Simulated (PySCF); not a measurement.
# Structure elucidation problem

Molecular formula: C8H9ClSi. Simulated spectra:

¹H NMR (600 MHz, computed): δ 5.92 (d, 1H), 5.78 (br s, 1H), 5.66 (m, 1H), 5.31 (br s, 1H), 4.80 (m, 1H), 3.15 (m, 1H), 3.11 (d, 1H), 3.06 (m, 1H), 2.73 (m, 1H).

¹³C{¹H} NMR (computed): δ 162.3 (C), 153.0 (C), 114.3 (CH2), 105.1 (CH), 97.4 (CH), 86.0 (C), 32.8 (CH), 31.3 (CH2).

- shielding tensors at PBE0/pcSseg-1 (GIAO)
- coordinates at the GFN2-xTB level
- run in PySCF 2.14
- no solvent, no relativistic terms, one conformer

Chemical shifts δ = σref − σ; ¹H, ¹³C vs TMS, all at this level.

Q: Choose the structure that fits.
A. C#C[SiH2]/C=C/C(Cl)=C/C=C
B. C#C/C=C/C(Cl)=C/[SiH2]C=C
C. C#C/C=C1/C(=C)C[C@H]1[SiH2]Cl
D. C#CCC1=C[SiH2]C=C(Cl)C1
E. C#CC1=C(C[SiH2]Cl)C=CC1
F. C#C[C@@H](Cl)C=C=C[SiH2]C=C

A: C. 

Rings plus π bonds: 5 (1 ring in the answer). 8 carbon signals for 8 carbons: no two carbons are equivalent. Carbon types of the structure: 3 × C, 3 × CH, 2 × CH2, leaving 2 H on heteroatoms. δC 162.3, 153.0: fully substituted alkene carbon; as expected for a trigonal carbon in a double bond. δC 114.3: terminal =CH2 carbon; as expected for a trigonal carbon in a double bond. δC 105.1: alkene CH; the olefinic region. δC 97.4: terminal alkyne carbon; the triple bond shields along its axis, which puts it between sp3 and sp2 carbons. δC 86.0: alkyne carbon; sp carbons lie upfield of alkene carbons because the cylindrical π system leaves one tensor component strongly shielded.

The others: C#CCC1=C[SiH2]C=C(Cl)C1 would give 6 signals for carbon-bound and other non-exchanging H, not 9; C#C[C@@H](Cl)C=C=C[SiH2]C=C has carbons computed at 223.2, 148.6, 138.5, 94.0, 86.2, 85.7, 85.0, 55.7, with a different DEPT pattern; C#C/C=C/C(Cl)=C/[SiH2]C=C would give 8 signals for carbon-bound and other non-exchanging H, not 9; C#CC1=C(C[SiH2]Cl)C=CC1 would give 6 signals for carbon-bound and other non-exchanging H, not 9; C#C[SiH2]/C=C/C(Cl)=C/C=C would give 8 signals for carbon-bound and other non-exchanging H, not 9.

Shifts are as computed. Against solution values, carbons near 30 ppm lie about +3 ppm off and those near 130 ppm about +5 ppm. Of 1309 compounds with measured shifts, 239 miss one by over three times the rms of a fit or turn the order of signals round; such compounds aren't used in these exercises. Multiplicities follow the n + 1 count of equivalent neighbours, as no J values were calculated; m marks all less simple cases, F and P coupling included.
